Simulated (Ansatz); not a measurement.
Ideal-gas functions of C2H5Sn, SMILES `C=[CH][SnH2]` radical at 800 K and 1 bar, from an Ansatz frequency run at PBE0-D4/def2-TZVP.

Molar mass 147.77 g/mol, point group C1 (symmetry number 1), electronic degeneracy 2, moments of inertia 14.745, 161.358, 173.395 u Å². Harmonic wavenumbers (cm⁻¹, unscaled): 126, 225, 394, 447, 550, 577, 681, 980, 1000, 1030, 1264, 1428, 1639, 1859, 1889, 3121, 3155, 3203.

Use S(trans) = R[1.5 ln M + 2.5 ln T − 1.1517]; rotational temperatures θ = 24.2544 K / I; S(rot) = R[ln(√π/σ · √(T³/θAθBθC)) + 1.5]; for each mode x = 1.438777 ν̃/T, S = R[x/(eˣ − 1) − ln(1 − e⁻ˣ)] and H = RT x/(eˣ − 1); 1 cm⁻¹ = 0.0119627 kJ/mol; R = 8.31446 J/(mol·K).

Task: By hand: the entropy, in J/(mol·K).

Result: Translation 191.7. Rotation: θ = 1.6449, 0.1503, 0.1399 K, giving 114.6. Vibration, mode by mode: 20.68, 15.89, 11.35, 10.35, 8.74, 8.37, 7.13, 4.60, 4.47, 4.28, 3.07, 2.44, 1.80, 1.32, 1.26, 0.20, 0.19, 0.18, in all 106.3. Electronic 5.8. Sum 418.4 J/(mol·K).

Task: By hand: H − E and G − E in kJ/mol, counted from the electronic energy.

Result: Zero-point energy ½ × 23568 × 0.0119627 = 141.0; thermal vibration 44.6; translation, rotation and pV give 4 RT = 26.6. H − E = 212.2 kJ/mol, and G − E = 212.2 − 800 × 418.4/1000 = -122.5 kJ/mol.

Vibration gives 25 % of the entropy, 20.7 J/(mol·K) of it from the mode under 150 cm⁻¹: soft modes count most, and the harmonic formula is weakest for them. The sum counts one conformer and one mirror image; others add a mixing term.
